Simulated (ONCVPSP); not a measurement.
## Before and after: ONCV potential for I

```
Element                 : iodine
Generator               : ONCVPSP 4.0.1
Type                    : optimised norm-conserving Vanderbilt (ONCV)
Functional              : PBE
Relativity              : scalar-relativistic
Frozen core             : [Ar] 3d10
Valence charge          : 25
Reference configuration : 4s2 4p6 4d10 5s2 5p3 (charge +2)
Partial waves           : 4s+5s: rc 1.10 bohr, ncon 4, nbas 8, qcut 8.2 1/bohr, 2 projectors; 4p+5p: rc 1.30 bohr, ncon 3, nbas 7, qcut 9.5 1/bohr, 2 projectors; 4d: rc 1.50 bohr, ncon 4, nbas 8, qcut 11.1 1/bohr, 3 projectors, debl 0.8 Ha; f scattering state at 0.25 Ha: rc 1.60 bohr, ncon 4, nbas 8, qcut 6.3 1/bohr, 2 projectors, debl 1.7 Ha
Local potential         : polynomial inside 0.80 bohr (lpopt 4, dvloc0 0 Ha)
Core correction         : none
```

In the d channel the program set the typed energies aside and used -2.594, 0.250, 1.050 Ha.

All-electron outer shells of the reference configuration (PBE, scalar-relativistic, ld1.x):

| shell | level (eV) | outermost node (bohr) | outermost maximum (bohr) |
| --- | --- | --- | --- |
| 3p | -879.90 | 0.13 | 0.28 |
| 3d | -626.52 | – | 0.23 |
| 4s | -201.00 | 0.37 | 0.68 |
| 4p | -147.95 | 0.37 | 0.72 |
| 4d | -70.59 | 0.35 | 0.78 |
| 5s | -36.00 | 0.88 | 1.68 |
| 5p | -24.48 | 0.96 | 1.92 |

Change: s: rc 1.

Cutoffs: the cutoffs (Ha) at which the residual kinetic energy of the hardest occupied pseudo-wave falls to 1 and 0.1 mHa per electron; they do not see the model core or the augmentation charge, which bear on the density cutoff. Errors are all-electron minus pseudo energies relative to the spin-unpolarised reference configuration.

How do hardness, ghosts and transferability respond?

The potential gets harder (70 Ha and 144 Ha → 152 Ha and 185 Ha); the errors of the 4 common tests hardly move; neither file shows a bound ghost. A smaller radius makes the pseudo-wave follow the all-electron one further in, where it bends more sharply, so more plane waves are needed.

```tsv
quantity	base	changed
cutoff, loose	70 Ha	152 Ha
cutoff, tight	144 Ha	185 Ha
loose cutoff by channel	s 70 Ha, p 30 Ha, d 44 Ha	s 152 Ha, p 30 Ha, d 44 Ha
bound ghosts	none	none
GHOST(+) flags under 300 eV	none	none
error for 4s2 4p6 4d10 5s2 5p5, meV [ΔE -30.98 eV]	+7.0	+6.9
error for 4s2 4p6 4d10 5s2 5p4, meV [ΔE -19.85 eV]	+4.6	+4.6
error for 4s2 4p6 4d10 5s2 5p2, meV [ΔE 29.33 eV]	-7.5	-7.6
error for 4s2 4p6 4d9 5s2 5p6, meV [ΔE 14.88 eV]	+43	+43
p: phases at 1.32 bohr within 0.05 rad from the reference energy up to (Ha; the scan ends near 5)	to the end of the scan	to the end of the scan
d: phases at 1.53 bohr within 0.05 rad from the reference energy up to (Ha; the scan ends near 5)	to the end of the scan	to the end of the scan
f: phases at 1.62 bohr within 0.05 rad from the reference energy up to (Ha; the scan ends near 5)	3.0	3.0
```
